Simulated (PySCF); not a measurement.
From computed data to an observable: refractive index and permittivity of the vapour

Mo(S)2(SH)2 (H2MoS4), SMILES [S]=[Mo](=[S])([SH])[SH], multiplicity 1.

Geometry: B3LYP-D3(BJ)/def2-SVP. The spin state was assumed, not searched. The structure was generated by enumeration; whether it is a known compound was not checked. The def2 effective core potentials stand for the cores of Mo; spin–orbit coupling is left out. One conformer was computed; it need not be the lowest.

M06-2X/def2-TZVP in PySCF gives a mean static polarisability of 126.2 bohr³ and a dipole moment of 1.32 D. Take an ideal gas at 298.15 K and 1 bar, whether or not the substance is that volatile.

Work out n − 1 in the optical limit and the static ε − 1.


Polarisability volume α' = 126.2 × 0.148185 = 18.70 Å³. Number density N = p/kT = 2.43e-5 Å⁻³.
Dilute limit of Lorentz–Lorenz: n − 1 = 2π N α' = 0.0029.
Orientation term of Debye: μ²/(3kT) = 8.098 Å³ × μ²(D²) = 14.11 Å³.
ε − 1 = 4π N (α' + μ²/3kT) = 0.010. Orientation of the dipole supplies 43 % of the static response; it can't follow optical fields. Vibrational polarisation and dispersion are left out.
